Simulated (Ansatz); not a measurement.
Harmonic frequencies (cm⁻¹) at PBE0-D4/def2-TZVP from Ansatz: 112, 222, 243, 521, 646, 741, 973, 988, 1072, 1228, 1255, 1406, 1471, 1488, 1493, 2151, 3045, 3097, 3116, 3119, 3164.

Which molecule is it?
A. `C[Te][GeH3]`
B. `[GeH3][Te][GeH3]`
C. `CC[TeH]`
D. `C[Te]C`

C.
